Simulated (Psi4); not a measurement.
C6H8Si (SMILES C#C[Si](C)(C)C#C), singlet, geometry from GFN2-xTB, atoms displaced at random by about 0.03 Å a coordinate; R2SCAN/STO-3G, gradient (Psi4).

The Psi4 input:
```
memory 2 GB

molecule {
0 1
  C     1.88505147   -1.70883553   -1.32760952
  C     1.00961437   -1.08816865   -0.79709437
  Si   -0.30060840   -0.14265130    0.01959087
  C    -0.92696168   -1.04602214    1.65053485
  C    -1.77488505    0.13360702   -1.13814331
  C     0.45393534    1.57625790    0.51717777
  C     0.93418539    2.56437905    0.87313479
  H     2.61678510   -2.28255626   -1.81283878
  H    -1.35034379   -1.97287541    1.40542630
  H    -1.59311415   -0.46109227    2.12906233
  H    -0.05918110   -1.24985156    2.30163294
  H    -2.55396260    0.81983416   -0.70957139
  H    -1.45510511    0.72709416   -2.06882944
  H    -2.21356084   -0.71489828   -1.52735106
  H     1.35058500    3.47073464    1.18337909
symmetry c1
no_reorient
no_com
}

set basis sto-3g

gradient('r2scan')
print_variables()
```

It wrote (shortened):

```
gradient() will perform analytic gradient computation.

   => Loading Basis Set <=

    Name: STO-3G
    Role: ORBITAL
    Keyword: BASIS

         ---------------------------------------------------------
                                   SCF
               by Justin Turney, Rob Parrish, Andy Simmonett
                          and Daniel G. A. Smith
                              RKS Reference
         ---------------------------------------------------------

  ==> Geometry <==

    Molecular point group: c1
    Full point group: C1

    Geometry (in Angstrom), charge = 0, multiplicity = 1:

       Center              X                  Y                   Z               Mass
    ------------   -----------------  -----------------  -----------------  -----------------
         C            1.885051470000    -1.708835530000    -1.327609520000    12.000000000000
         C            1.009614370000    -1.088168650000    -0.797094370000    12.000000000000
         SI          -0.300608400000    -0.142651300000     0.019590870000    27.976926534650
         C           -0.926961680000    -1.046022140000     1.650534850000    12.000000000000
         C           -1.774885050000     0.133607020000    -1.138143310000    12.000000000000
         C            0.453935340000     1.576257900000     0.517177770000    12.000000000000
         C            0.934185390000     2.564379050000     0.873134790000    12.000000000000
         H            2.616785100000    -2.282556260000    -1.812838780000     1.007825032230
         H           -1.350343790000    -1.972875410000     1.405426300000     1.007825032230
         H           -1.593114150000    -0.461092270000     2.129062330000     1.007825032230
         H           -0.059181100000    -1.249851560000     2.301632940000     1.007825032230
         H           -2.553962600000     0.819834160000    -0.709571390000     1.007825032230
         H           -1.455105110000     0.727094160000    -2.068829440000     1.007825032230
         H           -2.213560840000    -0.714898280000    -1.527351060000     1.007825032230
         H            1.350585000000     3.470734640000     1.183379090000     1.007825032230

  Running in c1 symmetry.

  Rotational constants: A =      0.07295  B =      0.05494  C =      0.04527 [cm^-1]
  Rotational constants: A =   2187.04699  B =   1647.00490  C =   1357.27774 [MHz]
  Nuclear repulsion =  305.213848492954924

  Charge       = 0
  Multiplicity = 1
  Electrons    = 58
  Nalpha       = 29
  Nbeta        = 29

  ==> Algorithm <==

  SCF Algorithm Type is DF.
  DIIS enabled.
  MOM disabled.
  Fractional occupation disabled.
  Guess Type is SAD.
  Energy threshold   = 1.00e-08
  Density threshold  = 1.00e-08
  Integral threshold = 1.00e-12

  ==> Primary Basis <==

  Basis Set: STO-3G
    Blend: STO-3G
    Number of shells: 31
    Number of basis functions: 47
    Number of Cartesian functions: 47
    Spherical Harmonics?: true
    Max angular momentum: 1

  ==> DFT Potential <==

   => LibXC <=

    Version 7.1.2
    S. Lehtola, C. Steigemann, M. J. T. Oliveira, and M. A. L. Marques,  SoftwareX 7, 1–5 (2018) (10.1016/j.softx.2017.11.002)

   => Composite Functional: R2SCAN <=

    r2SCAN Meta-GGA XC Functional  (0.1021/acs.jpclett.0c02405)
    J. W. Furness, A. D. Kaplan, J. Ning, J. P. Perdew, J. Sun  J. Phys. Chem. Lett.  11, 8208–8215, 2020

    Deriv               =              1
    GGA                 =           TRUE
    Meta                =           TRUE

    Exchange Hybrid     =          FALSE
    MP2 Hybrid          =          FALSE

   => Exchange Functionals <=

    1.0000   XC_MGGA_X_R2SCAN

   => Correlation Functionals <=

    1.0000   XC_MGGA_C_R2SCAN

   => LibXC Density Thresholds  <==

    XC_MGGA_C_R2SCAN:  1.00E-15
    XC_MGGA_X_R2SCAN:  1.00E-11

   => Molecular Quadrature <=

    Radial Scheme          =       TREUTLER
    Pruning Scheme         =           NONE
    Nuclear Scheme         =       TREUTLER

[...]
  @DF-RKS Final Energy:  -516.48189811135512
    Total Energy =                       -516.4818981113551217
[...]
         H           -1.455105110000     0.727094160000    -2.068829440000     1.007825032230
         H           -2.213560840000    -0.714898280000    -1.527351060000     1.007825032230
         H            1.350585000000     3.470734640000     1.183379090000     1.007825032230

  Nuclear repulsion =  305.213848492954924

  ==> Basis Set <==

  Basis Set: STO-3G
    Blend: STO-3G
    Number of shells: 31
    Number of basis functions: 47
    Number of Cartesian functions: 47
    Spherical Harmonics?: true
    Max angular momentum: 1

  ==> DFJKGrad: Density-Fitted SCF Gradients <==

    Gradient:                    1
    J tasked:                  Yes
    K tasked:                   No
    wK tasked:                  No
    Integrals threads:           1
    Schwarz Cutoff:          1E-12
    Fitting Condition:       1E-10

   => Auxiliary Basis Set <=

  Basis Set: (STO-3G AUX)
    Blend: DEF2-UNIVERSAL-JKFIT
    Number of shells: 236
    Number of basis functions: 722
    Number of Cartesian functions: 849
    Spherical Harmonics?: true
    Max angular momentum: 4

  ==> DFT Potential <==

   => LibXC <=

    Version 7.1.2
    S. Lehtola, C. Steigemann, M. J. T. Oliveira, and M. A. L. Marques,  SoftwareX 7, 1–5 (2018) (10.1016/j.softx.2017.11.002)

   => Composite Functional: R2SCAN <=

    r2SCAN Meta-GGA XC Functional  (0.1021/acs.jpclett.0c02405)
    J. W. Furness, A. D. Kaplan, J. Ning, J. P. Perdew, J. Sun  J. Phys. Chem. Lett.  11, 8208–8215, 2020

    Deriv               =              1
    GGA                 =           TRUE
    Meta                =           TRUE

    Exchange Hybrid     =          FALSE
    MP2 Hybrid          =          FALSE

   => Exchange Functionals <=

    1.0000   XC_MGGA_X_R2SCAN

   => Correlation Functionals <=

    1.0000   XC_MGGA_C_R2SCAN

   => LibXC Density Thresholds  <==

    XC_MGGA_C_R2SCAN:  1.00E-15
    XC_MGGA_X_R2SCAN:  1.00E-11

   => Molecular Quadrature <=

    Radial Scheme          =       TREUTLER
    Pruning Scheme         =           NONE
    Nuclear Scheme         =       TREUTLER

    Blocking Scheme        =         OCTREE
    BS radius alpha        =              1
    Pruning alpha          =              1
    Radial Points          =             75
    Spherical Points       =            302
    Total Points           =         317714
    Total Blocks           =           2405
    Max Points             =            256
    Max Functions          =             43
    Weights Tolerance      =       1.00E-15

  -Total Gradient:
     Atom            X                  Y                   Z
    ------   -----------------  -----------------  -----------------
       1        0.002153022741     0.000638326882     0.000231586181
       2        0.017590740872    -0.012643667984    -0.011479180258
       3        0.012559689391    -0.027052042781    -0.035911936966
       4       -0.099533663147     0.003183184091     0.057085082181
       5       -0.028671362619    -0.094814697045     0.013045818790
       6        0.078249288329     0.168627728467     0.055276768538
       7       -0.047559903712    -0.101140275523    -0.035158944943
       8       -0.022322134238     0.015409683031     0.013286073528
       9        0.019934376378     0.035393147516     0.011452777653
      10        0.057899209138    -0.050075955767    -0.042554907631
      11        0.006846041205    -0.004304982717     0.002223639947
      12       -0.012172513756     0.020236133540    -0.002040648791
      13        0.000843614526     0.019253163957    -0.028271236747
      14        0.026674029752     0.054417692686     0.012426270099
      15       -0.013222097586    -0.027418277495    -0.009489571117

  Variable Map:
  ----------------------------------------------------------------------------
[...]
  Array Variable Map:
  ----------------------------------------------------------------------------
[...]
[...]
```
